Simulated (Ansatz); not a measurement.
`C[SiH](F)[SiH2]Cl` + H₂ → `[SiH3]Cl` + `C[SiH2]F` at 600 K and 1 bar (hydrogenolysis of the Si–Si bond).

Isolated molecules relaxed with PBE0-D4/def2-TZVP in Ansatz; ΔE leaves out vibrations. CCSD(T)/CBS adds triple-zeta CCSD(T) − MP2 to the extrapolated MP2 energy (def2 sets, frozen cores). This one scheme is used for every species. One conformer a species, not always the lowest.

| species | CCSD(T)/CBS energy (Eh) | H − E (kJ/mol) | S (J/(mol·K)) |
| --- | --- | --- | --- |
| `C[SiH](F)[SiH2]Cl` | -1179.51385 | 247.7 | 488.5 |
| H₂ | -1.17544 | 43.9 | 150.8 |
| `[SiH3]Cl` | -750.69636 | 99.4 | 294.6 |
| `C[SiH2]F` | -430.00374 | 191.4 | 351.0 |

H − E and S are ideal-gas, rigid-rotor, harmonic terms from PBE0-D4/def2-TZVP, for one conformer and one mirror image of each species. For small species the MP2-based limit differs from directly extrapolated CCSD(T) by up to some mEh (0.8 for H₂); such offsets cancel only in part. 1 Eh = 2625.50 kJ/mol, R = 8.31446 J/(mol·K).

Task: By hand: ΔE, ΔH, ΔS and ΔG.

Result: ΔE = (-750.69636) + (-430.00374) − (-1179.51385) − (-1.17544) = -0.01081 Eh = -28.4 kJ/mol. Δ(H − E) = 99.4 + 191.4 − 247.7 − 43.9 = -0.8, so ΔH = -29.2 kJ/mol. ΔS = 294.6 + 351.0 − 488.5 − 150.8 = 6.3 J/(mol·K). ΔG = -29.2 − 600 × (6.3)/1000 = -33.0 kJ/mol.

Task: By hand: the equilibrium constant, and the temperature at which ΔG would vanish if ΔH and ΔS stayed fixed.

Result: log₁₀ K = −ΔG/(RT ln 10) = 2.9. ΔH and −TΔS have one sign here, so there is no such temperature.

The number of gas molecules stays the same, so ΔS is small and ΔH decides. A doubt of 5 kJ/mol in ΔE shifts log₁₀ K by 0.4 here. Other conformers and mirror images would add mixing entropy, several J/(mol·K) or more a flexible species. Modes under 60 cm⁻¹, often nearly free rotors, make the harmonic entropy too high. These are equilibria of isolated gas molecules and say nothing of rates. Largest T1 diagnostic: 0.011 (customary marks: 0.02 for closed shells, 0.045 for open ones).

ΔS is within the doubt of such terms, so its sign, and with it that verdict, could turn.
